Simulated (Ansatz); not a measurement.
# Nudged elastic band run: Cl₂GeH₆Si

The input (input.yaml):

```yaml
crystal:
  periodic: [false, false, false]
  atoms:
    - { symbol: Ge, position_ang: [-0.417096, -0.664356, -0.144182] }
    - { symbol: Cl, position_ang: [-0.621971, -1.256871, 1.912821] }
    - { symbol: H, position_ang: [1.072681, -0.499431, -0.454802] }
    - { symbol: Cl, position_ang: [-1.363788, 1.256112, -0.381586] }
    - { symbol: H, position_ang: [-1.178886, -1.668999, -1.012125] }
    - { symbol: Si, position_ang: [1.440135, 3.018737, 1.343771] }
    - { symbol: H, position_ang: [2.583853, 3.684451, 2.037372] }
    - { symbol: H, position_ang: [1.80739, 2.790733, -0.086002] }
    - { symbol: H, position_ang: [0.2343, 3.891638, 1.425501] }
    - { symbol: H, position_ang: [1.166283, 1.708385, 2.004231] }
basis:
  gaussian: { orbitals: def2-SVP }
hamiltonian:
  xc: pbe0
neb:
  order_check: false
  images: 7
  f_tol: 0.03
  max_iterations: 60
  initial_path: linear
  final_atoms:
    - { symbol: Ge, position_ang: [0.09092289, 0.52907749, -0.37944423] }
    - { symbol: Cl, position_ang: [0.82985283, -0.2997206, 2.94576401] }
    - { symbol: H, position_ang: [1.08122118, -0.64377342, -0.46143556] }
    - { symbol: Cl, position_ang: [-0.38268836, 1.05761031, -2.44433668] }
    - { symbol: H, position_ang: [-1.23704862, 0.05786143, 0.23986892] }
    - { symbol: Si, position_ang: [0.98935387, 2.48589689, 0.66468324] }
    - { symbol: H, position_ang: [2.40043525, 2.25106219, 1.09127073] }
    - { symbol: H, position_ang: [0.94148994, 3.61253626, -0.31360599] }
    - { symbol: H, position_ang: [0.16720951, 2.84769388, 1.86081799] }
    - { symbol: H, position_ang: [-0.15784748, 0.36215457, 3.44141657] }
```

Command:

```bash
$ ansatz run input.yaml --threads 4 --pin off --max-ram 5120MiB --backend cpu --events-out ev --progress --plain --runs-dir out
```

Output, in part (warnings, iteration lines, the closing report on the highest movable image, with atoms numbered from 0):

```
NEB end point (image 0): max|allowed force component| = 2.472e-2 eV/Å (the criterion of neb.relax_end_points is 1.000e-2)
NEB end point (image 8): max|allowed force component| = 2.608e-2 eV/Å (the criterion of neb.relax_end_points is 1.000e-2)
NEB iter   1: max|band force component| = 9.565e0 eV/Å  barrier→ = 8.7778 eV  barrier← = 8.2409 eV  Δτ_max = 0.2000 Å  (228 SCF iters)
NEB iter   2: max|band force component| = 2.724e0 eV/Å  barrier→ = 4.3524 eV  barrier← = 3.8155 eV  Δτ_max = 0.2000 Å  (212 SCF iters)
NEB iter   3: max|band force component| = 2.052e0 eV/Å  barrier→ = 3.0464 eV  barrier← = 2.5095 eV  Δτ_max = 0.2000 Å  (191 SCF iters)
NEB iter   4: max|band force component| = 1.173e0 eV/Å  barrier→ = 2.5797 eV  barrier← = 2.0428 eV  Δτ_max = 0.2000 Å  (192 SCF iters)
NEB iter   5: max|band force component| = 1.052e0 eV/Å  barrier→ = 2.1270 eV  barrier← = 1.5901 eV  Δτ_max = 0.2000 Å  (188 SCF iters)
NEB iter   6: max|band force component| = 8.822e-1 eV/Å  barrier→ = 1.8968 eV  barrier← = 1.3599 eV  CI = image 4  Δτ_max = 0.2000 Å  (188 SCF iters)
NEB iter   7: max|band force component| = 9.557e-1 eV/Å  barrier→ = 2.0206 eV  barrier← = 1.4836 eV  CI = image 4  Δτ_max = 0.2000 Å  (183 SCF iters)
NEB iter   8: max|band force component| = 8.297e-1 eV/Å  barrier→ = 2.4075 eV  barrier← = 1.8705 eV  CI = image 4  Δτ_max = 0.1976 Å  (188 SCF iters)
NEB iter   9: max|band force component| = 4.407e-1 eV/Å  barrier→ = 2.3721 eV  barrier← = 1.8352 eV  CI = image 4  Δτ_max = 0.2000 Å  (179 SCF iters)
NEB iter  10: max|band force component| = 4.858e-1 eV/Å  barrier→ = 2.3482 eV  barrier← = 1.8113 eV  CI = image 4  Δτ_max = 0.1024 Å  (183 SCF iters)
NEB iter  11: max|band force component| = 2.298e-1 eV/Å  barrier→ = 2.3152 eV  barrier← = 1.7782 eV  CI = image 4  Δτ_max = 0.2000 Å  (178 SCF iters)
NEB iter  12: max|band force component| = 2.447e-1 eV/Å  barrier→ = 2.2582 eV  barrier← = 1.7213 eV  CI = image 4  Δτ_max = 0.1005 Å  (181 SCF iters)
NEB iter  13: max|band force component| = 1.834e-1 eV/Å  barrier→ = 2.2365 eV  barrier← = 1.6996 eV  CI = image 4  Δτ_max = 0.1006 Å  (176 SCF iters)
NEB iter  14: max|band force component| = 2.355e-1 eV/Å  barrier→ = 2.2199 eV  barrier← = 1.6830 eV  CI = image 4  Δτ_max = 0.0501 Å  (176 SCF iters)
NEB iter  15: max|band force component| = 1.920e-1 eV/Å  barrier→ = 2.2135 eV  barrier← = 1.6766 eV  CI = image 4  Δτ_max = 0.0502 Å  (177 SCF iters)
NEB iter  16: max|band force component| = 1.327e-1 eV/Å  barrier→ = 2.2084 eV  barrier← = 1.6715 eV  CI = image 4  Δτ_max = 0.0502 Å  (175 SCF iters)
NEB iter  17: max|band force component| = 1.080e-1 eV/Å  barrier→ = 2.2044 eV  barrier← = 1.6675 eV  CI = image 4  Δτ_max = 0.0501 Å  (179 SCF iters)
NEB iter  18: max|band force component| = 1.164e-1 eV/Å  barrier→ = 2.2016 eV  barrier← = 1.6647 eV  CI = image 4  Δτ_max = 0.0502 Å  (180 SCF iters)
NEB iter  19: max|band force component| = 1.293e-1 eV/Å  barrier→ = 2.2000 eV  barrier← = 1.6630 eV  CI = image 4  Δτ_max = 0.0995 Å  (179 SCF iters)
NEB iter  20: max|band force component| = 1.449e-1 eV/Å  barrier→ = 2.1994 eV  barrier← = 1.6625 eV  CI = image 4  Δτ_max = 0.0996 Å  (182 SCF iters)
NEB iter  21: max|band force component| = 1.492e-1 eV/Å  barrier→ = 2.1990 eV  barrier← = 1.6621 eV  CI = image 4  Δτ_max = 0.1969 Å  (181 SCF iters)
NEB iter  22: max|band force component| = 1.418e-1 eV/Å  barrier→ = 2.1986 eV  barrier← = 1.6617 eV  CI = image 4  Δτ_max = 0.1983 Å  (184 SCF iters)
NEB iter  23: max|band force component| = 1.091e-1 eV/Å  barrier→ = 2.1984 eV  barrier← = 1.6615 eV  CI = image 4  Δτ_max = 0.1957 Å  (178 SCF iters)
NEB iter  24: max|band force component| = 9.461e-2 eV/Å  barrier→ = 2.1984 eV  barrier← = 1.6614 eV  CI = image 4  Δτ_max = 0.1664 Å  (174 SCF iters)
NEB iter  25: max|band force component| = 8.277e-2 eV/Å  barrier→ = 2.1983 eV  barrier← = 1.6614 eV  CI = image 4  Δτ_max = 0.0723 Å  (175 SCF iters)
NEB iter  26: max|band force component| = 6.128e-2 eV/Å  barrier→ = 2.1983 eV  barrier← = 1.6614 eV  CI = image 4  Δτ_max = 0.0575 Å  (164 SCF iters)
NEB iter  27: max|band force component| = 3.372e-2 eV/Å  barrier→ = 2.1983 eV  barrier← = 1.6614 eV  CI = image 4  Δτ_max = 0.0363 Å  (164 SCF iters)
NEB iter  28: max|band force component| = 3.938e-2 eV/Å  barrier→ = 2.1983 eV  barrier← = 1.6614 eV  CI = image 4  Δτ_max = 0.0182 Å  (159 SCF iters)
NEB iter  29: max|band force component| = 3.037e-2 eV/Å  barrier→ = 2.1983 eV  barrier← = 1.6614 eV  CI = image 4  Δτ_max = 0.0182 Å  (158 SCF iters)
NEB iter  30: max|band force component| = 2.336e-2 eV/Å  barrier→ = 2.1983 eV  barrier← = 1.6614 eV  CI = image 4  Δτ_max = 0.0000 Å  (322 SCF iters)
Total energy: -89502.08997541 eV, -3289.1411399007 hartree
Atom 0 at     0.052053     0.149458     0.074653 Å, force    -0.000037    -0.000035    -0.000098 eV/Å
Atom 1 at     0.908065    -0.708469     2.346493 Å, force     0.000015    -0.000014     0.000054 eV/Å
Atom 2 at     1.148453    -0.674105    -0.580480 Å, force    -0.000093     0.000029     0.000054 eV/Å
Atom 3 at    -0.467558     1.534952    -1.608418 Å, force    -0.000023     0.000026     0.000004 eV/Å
Atom 4 at    -1.337833    -0.294528     0.499665 Å, force     0.000071    -0.000086    -0.000058 eV/Å
Atom 5 at     0.844563     2.547380     1.058011 Å, force     0.000363     0.000163     0.000157 eV/Å
Atom 6 at     1.458698     2.735622     2.405965 Å, force    -0.000118    -0.000067    -0.000226 eV/Å
Atom 7 at     1.807199     2.875734    -0.021665 Å, force    -0.000132    -0.000056     0.000098 eV/Å
Atom 8 at    -0.473171     3.222487     0.968882 Å, force    -0.000084     0.000089    -0.000053 eV/Å
Atom 9 at     0.782434     0.871868     1.501893 Å, force     0.000039    -0.000049     0.000067 eV/Å
Dipole moment:    -0.009765     0.377817    -0.154995 e Å
```

The run converged. Neighbouring images differ by up to 1.6 eV, so the band resolves the path poorly. Another band between the same ends (7 images) ends at a top of the same energy, where a vibrational analysis finds 1 clearly imaginary mode. The orbitals stay closed-shell, which can raise the energy where a bond breaks towards radicals; this wasn't checked here.

Final band (atoms are numbered from 1 in the order of the input):

```csv
image,path coordinate (Å),energy (kcal/mol),Ge1–Cl2 (Å),Si6–H10 (Å),Ge1–Si6 (Å)
0,0.00,0.0,2.15,1.49,4.39
1,1.65,0.1,2.15,1.49,4.86
2,3.30,0.7,2.15,1.49,4.71
3,4.95,17.3,2.19,1.48,3.73
4,6.59,50.7,2.57,1.73,2.71
5,8.23,13.8,3.36,2.73,2.39
6,9.86,12.5,3.61,4.20,2.38
7,11.49,12.5,3.58,4.39,2.39
8,13.12,12.4,3.51,3.68,2.39
```

Run time: 7.2 min on 4 threads of Arm Neoverse V1, on a shared host, peak memory 0.32 GiB.
